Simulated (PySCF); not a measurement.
Where the electron goes

Compound: C₄H₁₀P₂Si.
Geometry (GFN2-xTB, Å), atoms numbered from 1 in this order:
```xyz
17
C4H10P2Si angstrom
C     -1.802   -0.380    0.583
C     -1.766   -0.019   -0.861
C     -1.392    1.160   -1.344
P     -0.916    2.635   -0.389
P      1.046    2.404    0.116
C      1.600    0.718   -0.426
Si     2.121   -0.312    1.096
H     -1.497    0.467    1.198
H     -1.136   -1.221    0.782
H     -2.810   -0.679    0.869
H     -2.078   -0.801   -1.544
H     -1.431    1.342   -2.414
H      0.829    0.209   -1.004
H      2.471    0.861   -1.069
H      1.076   -0.264    2.121
H      3.365    0.234    1.636
H      2.312   -1.693    0.643
```

Theory: TDDFT wB97X-D/def2-SVPD, vertical, gas phase, core orbitals frozen in the response in PySCF 2.14.0, density-fitted response routines.

Frontier orbitals with the atoms that hold most of them (Löwdin shares over 4%, at most four atoms; ? is withheld):

```tsv
orbital	ε (eV)	atoms
HOMO-3	-10.29	C3 26%, P4 19%, C2 16%, C6 10%
HOMO-2	-9.33	P5 44%, P4 20%, C6 15%, C3 10%
HOMO-1	-8.86	P4 38%, P5 30%, C3 11%, C2 8%
HOMO	-8.61	?
LUMO	?	?
LUMO+1	1.31	C2 28%, C3 25%, P4 13%, P5 10%
LUMO+2	1.75	P5 18%, Si7 17%, P4 14%, C6 12%
```

(1) Give the leading atoms of the HOMO.

(2) Which atoms hold the LUMO, and with what shares?

(3) What is the LUMO energy, and the HOMO–LUMO gap?

## Answers

(1) P4 (bonded to C and P) 34%; P5 (bonded to C and P) 28%; C3 (bonded to C, P and H) 11%; C2 (bonded to 2 C and H) 9%. By element: phosphorus 62%, carbon 21% or more.

(2) P5 (bonded to C and P) 39%; P4 (bonded to C and P) 37%; C6 (bonded to P, Si and 2 H) 7%; C3 (bonded to C, P and H) 6%. By element: phosphorus 76%, carbon 13% or more.

(3) ε(LUMO) = -0.76 eV; the gap is 7.86 eV (0.2888 hartree).

The HOMO–LUMO gap is 7.86 eV. Where does the response calculation put the lowest singlet, and from which orbitals?

S1 is at 3.32 eV (f = 0.0027), 4.54 eV below the gap, made of HOMO→LUMO (50%), HOMO-1→LUMO (44%). 

Next come S2 at 3.91 eV (f 0.0092), HOMO-2→LUMO (96%); S3 at 4.26 eV (f 0.157), HOMO-1→LUMO (50%), HOMO→LUMO (43%); S4 at 5.13 eV (f 0.0030), HOMO-3→LUMO (94%); S5 at 5.65 eV (f 0.013), HOMO→LUMO+1 (68%), HOMO-1→LUMO+1 (27%).

Löwdin shares depend on the basis, the more so with diffuse functions.

One conformer stands for the species.
